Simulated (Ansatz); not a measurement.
Ideal-gas functions of CH4AsNO, SMILES `O/C=N/[AsH2]` at 800 K and 1 bar, from an Ansatz frequency run at PBE0-D4/def2-TZVP.

Molar mass 120.97 g/mol, point group Cs (symmetry number 1), electronic degeneracy 1, moments of inertia 12.992, 273.448, 281.653 u Å². Harmonic wavenumbers (cm⁻¹, unscaled): 113, 214, 222, 408, 662, 778, 798, 808, 1001, 1030, 1182, 1332, 1391, 1736, 2197, 2202, 3087, 3762.

Use S(trans) = R[1.5 ln M + 2.5 ln T − 1.1517]; rotational temperatures θ = 24.2544 K / I; S(rot) = R[ln(√π/σ · √(T³/θAθBθC)) + 1.5]; for each mode x = 1.438777 ν̃/T, S = R[x/(eˣ − 1) − ln(1 − e⁻ˣ)] and H = RT x/(eˣ − 1); 1 cm⁻¹ = 0.0119627 kJ/mol; R = 8.31446 J/(mol·K).

Q: By hand: the entropy, in J/(mol·K).

A: Translation 189.2. Rotation: θ = 1.8669, 0.0887, 0.0861 K, giving 118.3. Vibration, mode by mode: 21.58, 16.30, 16.00, 11.07, 7.34, 6.17, 5.99, 5.90, 4.47, 4.28, 3.45, 2.79, 2.57, 1.57, 0.81, 0.80, 0.21, 0.07, in all 111.4. Electronic 0.0. Sum 418.9 J/(mol·K).

Q: By hand: H − E and G − E in kJ/mol, counted from the electronic energy.

A: Zero-point energy ½ × 22923 × 0.0119627 = 137.1; thermal vibration 45.7; translation, rotation and pV give 4 RT = 26.6. H − E = 209.4 kJ/mol, and G − E = 209.4 − 800 × 418.9/1000 = -125.7 kJ/mol.

Vibration gives 27 % of the entropy, 21.6 J/(mol·K) of it from the mode under 150 cm⁻¹: soft modes count most, and the harmonic formula is weakest for them. The sum counts one conformer and one mirror image; others add a mixing term.
